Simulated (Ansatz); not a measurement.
Relative stability

The two ends of one reaction step of SiNH₄ClF₂, singlet (PBE0-D4/def2-TZVP).

A:

```json
{"atom": "Si1", "x (Å)": "-1.0900", "y (Å)": "0.1141", "z (Å)": "-0.3332"}
{"atom": "Cl2", "x (Å)": "2.9028", "y (Å)": "-0.4515", "z (Å)": "-0.9069"}
{"atom": "F3", "x (Å)": "-1.2971", "y (Å)": "-1.3769", "z (Å)": "-0.8139"}
{"atom": "F4", "x (Å)": "-2.4550", "y (Å)": "0.5681", "z (Å)": "0.3340"}
{"atom": "H5", "x (Å)": "-0.8157", "y (Å)": "1.0134", "z (Å)": "-1.4590"}
{"atom": "H6", "x (Å)": "1.7943", "y (Å)": "-0.2701", "z (Å)": "-0.2312"}
{"atom": "N7", "x (Å)": "0.2231", "y (Å)": "0.0881", "z (Å)": "0.7637"}
{"atom": "H8", "x (Å)": "0.4986", "y (Å)": "0.9632", "z (Å)": "1.1893"}
{"atom": "H9", "x (Å)": "0.2391", "y (Å)": "-0.6485", "z (Å)": "1.4572"}
```

B:

```csv
atom,x (Å),y (Å),z (Å)
Si1,-0.4732,0.1005,-0.8193
Cl2,1.4232,0.7267,-1.4670
F3,-0.7475,-1.4794,-0.6414
F4,-1.3749,1.1257,0.0403
H5,-1.1564,0.2758,-2.1181
H6,1.2185,-0.8280,0.9415
N7,0.4642,-0.1544,1.0172
H8,0.8512,0.7239,1.3446
H9,-0.2051,-0.4908,1.7023
```

Computed with Ansatz 0.2.0 (basis: def2-TZVPP); correlated methods freeze the cores. B3LYP uses VWN-RPA correlation.

Problem. Which structure is lower at CCSD(T), and by how much? (To be estimated.)

Solution. The calculation gives: B, by 0.287 eV (electronic energy, against the other). By their contacts, A is a complex of SiNH₃F₂ ([NH2][SiH]([F])[F]) + HCl and B is SiNH₄ClF₂ ([NH3][SiH]([F])([F])[Cl]).

All methods give the same order:

| method | E(B) − E(A) (eV) |
| --- | --- |
| SPW92 | -0.477 |
| PBE-D4 | -0.352 |
| BLYP-D4 | -0.207 |
| r2SCAN-D4 | -0.381 |
| B97M-V | -0.374 |
| PBE0-D4 | -0.364 |
| B3LYP-D4 | -0.233 |
| r2SCAN0-D4 | -0.382 |
| BHLYP-D4 | -0.259 |
| CAM-B3LYP-D4 | -0.250 |
| wB97X-V | -0.358 |
| wB97M-V | -0.383 |
| B2PLYP | -0.241 |
| PBE-QIDH | -0.364 |
| RPA on PBE | -0.265 |
| HF | -0.093 |
| MP2 | -0.313 |
| CCSD | -0.257 |
| CCSD(T) | -0.287 |

The T1 diagnostic stays at or below 0.011.

Labels in which every atom is bracketed show which atoms are joined, not bond orders.

For scale, one of the runs: CCSD(T)/def2-TZVPP, 233 basis functions, launched by `ansatz run in.yaml --threads 4 --pin off --events-out ev --progress --plain --max-ram 9574MiB`. Hardware: 4 CPU threads of an Arm Neoverse N1, shared host. Wall time 3.5 min; peak host memory 4.2 GiB.
